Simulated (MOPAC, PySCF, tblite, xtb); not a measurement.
Dissociation curve of H5BS, SMILES [BH3-][SH2+], singlet. The B1–S5 bond (B1 also carries H, H, H; S5 carries H, H) is stretched with both fragments frozen at the PBE0/def2-TZVP optimised geometry.

GFN2-xTB, 300 K electronic temperature (tblite); AM1, restricted, heats of formation (MOPAC); GFN1-xTB (xtb); UKS-PBE0 = unrestricted PBE0/def2-TZVP run with PySCF.

Energies relative to the lowest point of each curve near equilibrium, in kJ/mol; the last columns give the difference from UKS-PBE0:

```csv
R / Å,GFN2-xTB,AM1,GFN1-xTB,UKS-PBE0,GFN2-xTB − UKS-PBE0,AM1 − UKS-PBE0,GFN1-xTB − UKS-PBE0
1.58,155.4,85.1,180.8,136.1,19.3,-50.9,44.7
1.69,64.3,29.6,77.2,55.9,8.4,-26.3,21.2
1.77,29.7,8.0,36.2,24.5,5.1,-16.5,11.7
1.85,10.8,0.0,13.4,7.8,3.0,-7.8,5.6
1.92,2.8,1.5,3.4,1.3,1.4,0.2,2.1
1.98,0.0,7.0,0.0,0.0,0.0,7.0,0.0
2.06,0.3,17.6,0.7,2.3,-2.1,15.3,-1.7
2.11,2.0,25.3,3.3,5.4,-3.4,19.8,-2.2
2.18,5.7,36.5,9.0,11.1,-5.4,25.3,-2.2
2.29,13.3,54.4,21.1,21.9,-8.6,32.5,-0.7
2.46,26.4,80.8,43.2,39.6,-13.2,41.2,3.7
2.66,40.7,105.8,67.8,58.7,-18.1,47.1,9.1
2.93,54.5,127.1,93.2,79.1,-24.6,48.0,14.1
3.26,62.9,139.3,111.6,95.6,-32.7,43.7,16.0
3.52,65.3,143.5,118.7,103.6,-38.3,39.8,15.1
3.92,66.5,146.1,123.0,110.7,-44.2,35.4,12.3
4.32,66.9,147.2,124.3,114.4,-47.5,32.8,9.9
4.87,67.2,148.1,124.9,116.8,-49.7,31.2,8.1
5.40,67.3,148.5,125.2,118.0,-50.7,30.5,7.2
5.88,67.5,148.8,125.4,118.6,-51.1,30.2,6.8
```

GFN2-xTB is furthest from UKS-PBE0 at 5.88 (-51.1 kJ/mol, below); its mean absolute difference over the points is 21.3 kJ/mol.

AM1 is furthest from UKS-PBE0 at 1.58 (-50.9 kJ/mol, below); its mean absolute difference over the points is 29.1 kJ/mol.

GFN1-xTB is furthest from UKS-PBE0 at 1.58 (44.7 kJ/mol, above); its mean absolute difference over the points is 9.7 kJ/mol.
